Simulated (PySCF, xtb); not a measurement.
CH9NSi2, SMILES [SiH3][Si@@H](C)N.

GFN2-xTB (xtb) at its own geometry gives an orbital gap of 4.29 eV and a dipole moment of 1.01 D.

Geometry: PBE0-D3(BJ)/def2-SVP. The structure was generated by enumeration; whether it is a known compound was not checked. Other conformers were not sampled.

### Question
What does ωB97X/def2-TZVP run with PySCF give? (Estimate from the structure and the level; the computed values follow.)

### Answer
gap 11.32 eV (levels -9.19 and 2.13 eV), dipole 0.98 D.
